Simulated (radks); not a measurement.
Problem. Coherent X-ray form factor from a spherical all-electron density. Method: Dirac Kohn-Sham, BLYP, spin-unpolarised, spherical densities, finite nucleus; Fermi nuclear charge, rms radius of each element as measured or else 0.836 A^(1/3) + 0.57 fm; computed with a radial shooting solver on a logarithmic mesh with Libxc functionals.

| sin(theta)/lambda (1/angstrom) | f0 (electrons) |
|---|---|
| 0.05 | 43.582 |
| 0.1 | 42.380 |
| 0.15 | 40.542 |
| 0.2 | 38.270 |
| 0.25 | 35.778 |
| 0.3 | 33.252 |
| 0.4 | 28.614 |
| 0.5 | 24.906 |
| 0.6 | 22.127 |
| 0.8 | 18.388 |
| 1 | 15.663 |
| 1.25 | 12.657 |
| 1.5 | 10.101 |
| 2 | 6.884 |

The species is in the configuration that NIST lists as its ground one. Which atom or ion scatters so?

Solution. The cadmium ion Cd4+, [Kr] 4d8. Extrapolating in s^2 from the first two rows gives f0(0) = 44.0, near the electron count 44; among species with that count, the fall with angle is slower the higher Z, and the table is that of Z = 48; from so few rows the species is fixed only to a neighbour or two.
